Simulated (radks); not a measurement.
Values are calculated unless marked as measured or tabulated.
Ionisation of neutral rubidium, [Kr] 5s1, to [Kr] as the strength of local exchange is varied. Code: a radial shooting solver on a logarithmic mesh with Libxc functionals. Model: scalar-relativistic Kohn-Sham, Slater X-alpha exchange (alpha = 2/3 is LDA exchange), no correlation, spin-unpolarised, spherical densities, finite nucleus; Fermi nuclear charge, rms radius 4.2036 fm.

alpha  E(Rb) (hartree)  exchange (hartree)  IE (eV)  -e of the level emptied (eV)  <r> of it (bohr)
0.667      -2974.30706           -93.69548    3.594                    1.705 (5s)             5.406
0.67       -2974.72903           -94.12963    3.604                    1.714 (5s)             5.398
0.697      -2978.52928           -98.04215    3.693                    1.795 (5s)             5.331
1.024      -3024.92147          -146.15658    4.854                    2.899 (5s)             4.657

NIST Atomic Spectra Database: 4.177 eV (measured). The Delta-SCF value meets it near alpha = 0.83. Spin polarisation and multiplet splitting are left out, so open shells lie too high by an amount that depends on their filling.

Beside tabulated values, note that spin-unpolarised runs miss the spin-polarisation part of the exchange energy of open shells.
